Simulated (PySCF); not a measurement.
Species: C2H4SSi.
Z-matrix (Å and degrees, GFN2-xTB geometry), rows numbered from 1:
```
C 
C   1  1.3416
S   2  1.7558  1  109.86
Si  1  1.8733  2   98.42  3    -0.04
H   1  1.0766  2  125.43  3   179.95
H   2  1.0766  1  130.06  3  -179.97
H   4  1.4538  1  118.41  2   104.56
H   4  1.4538  1  118.42  2  -104.58
```

Computed, not measured: delta-SCF UKS SCAN, pcX-2 on the ionised atom, pcseg-1 elsewhere, spin-free X2C (PySCF 2.14.0). Each 1s hole has a ground state of its own, since the core basis sits on the ionised atom alone.

| ionised atom | basis functions | E(ground) (Eh) | binding energy (eV) |
| --- | --- | --- | --- |
| C1 | 115 | -767.82864 | 289.729 |
| C2 | 115 | -767.82887 | 291.266 |
| Si4 | 126 | -767.87982 | 1847.207 |
| S3 | 126 | -767.95979 | 2476.550 |

Question: Fill in the total energy of each core-ionised state.

Answer: With binding energy = E(ionised) − E(ground) and 27.2114 eV a hartree:

```json
{"atom": "C1", "binding energy (Eh)": "10.6473", "E(ionised) (Eh)": "-757.1813"}
{"atom": "C2", "binding energy (Eh)": "10.7038", "E(ionised) (Eh)": "-757.1250"}
{"atom": "Si4", "binding energy (Eh)": "67.8836", "E(ionised) (Eh)": "-699.9962"}
{"atom": "S3", "binding energy (Eh)": "91.0115", "E(ionised) (Eh)": "-676.9482"}
```

Question: How much do the ground-state energies differ, and what would follow from using one of them for all holes?

Answer: They run from -767.9598 Eh (core basis on S3) to -767.8286 Eh (on C1), 0.1312 Eh or 3.57 eV apart, for one and the same state in different bases and grids. Pairing the ion of C1 with the ground state of S3 would put its binding energy 3.57 eV too high.

Lowest listed C 1s: C1, bonded to C (double bond), H and Si. Highest, 1.54 eV above it: C2, bonded to S, C (double bond) and H.

Only 1s holes are shown. The unrestricted hole states depart most from a pure doublet (⟨S²⟩ = 0.75; over 0.85 named) for C 1s of C2 (0.91), which makes this value less certain. Geometry: GFN2-xTB; no solvent, vibrations or thermal averaging.
